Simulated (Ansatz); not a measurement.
`[SiH3]B[SiH2]Cl` + NH₃ → `NB[SiH2]Cl` + SiH₄ at 400 K and 1 bar (cleavage of the B–Si bond).

Calculated with Ansatz (gas phase, PBE0-D4/def2-TZVP geometries, no zero-point term in ΔE). CCSD(T)/CBS is the MP2 limit (def2-TZVPP, def2-QZVPP) plus CCSD(T) − MP2 in def2-TZVPP, frozen cores. This one scheme is used for every species. Each species was taken in one conformer, which may not be the lowest.

```json
{"species": "`[SiH3]B[SiH2]Cl`", "CCSD(T)/CBS energy (Eh)": "-1066.33624", "H − E (kJ/mol)": "179.3", "S (J/(mol·K))": "411.0"}
{"species": "NH₃", "CCSD(T)/CBS energy (Eh)": "-56.50880", "H − E (kJ/mol)": "104.2", "S (J/(mol·K))": "203.1"}
{"species": "`NB[SiH2]Cl`", "CCSD(T)/CBS energy (Eh)": "-831.44314", "H − E (kJ/mol)": "184.8", "S (J/(mol·K))": "361.3"}
{"species": "SiH₄", "CCSD(T)/CBS energy (Eh)": "-291.46306", "H − E (kJ/mol)": "96.9", "S (J/(mol·K))": "218.6"}
```

H − E and S are ideal-gas, rigid-rotor, harmonic terms from PBE0-D4/def2-TZVP, for one conformer and one mirror image of each species. 1 Eh = 2625.50 kJ/mol, R = 8.31446 J/(mol·K).

By hand: ΔE, ΔH, ΔS and ΔG.

ΔE = (-831.44314) + (-291.46306) − (-1066.33624) − (-56.50880) = -0.06116 Eh = -160.6 kJ/mol. Δ(H − E) = 184.8 + 96.9 − 179.3 − 104.2 = -1.8, so ΔH = -162.4 kJ/mol. ΔS = 361.3 + 218.6 − 411.0 − 203.1 = -34.2 J/(mol·K). ΔG = -162.4 − 400 × (-34.2)/1000 = -148.7 kJ/mol.

By hand: the equilibrium constant, and the temperature at which ΔG would vanish if ΔH and ΔS stayed fixed.

log₁₀ K = −ΔG/(RT ln 10) = 19.4. ΔG = 0 at ΔH/ΔS = 4749 K, far beyond where these terms or the molecules hold.

ΔH outweighs TΔS. A doubt of 5 kJ/mol in ΔE shifts log₁₀ K by 0.7 here. Other conformers and mirror images would add mixing entropy, several J/(mol·K) or more a flexible species. Modes under 60 cm⁻¹, often nearly free rotors, make the harmonic entropy too high. These are equilibria of isolated gas molecules and say nothing of rates. Largest T1 diagnostic: 0.012 (customary marks: 0.02 for closed shells, 0.045 for open ones).
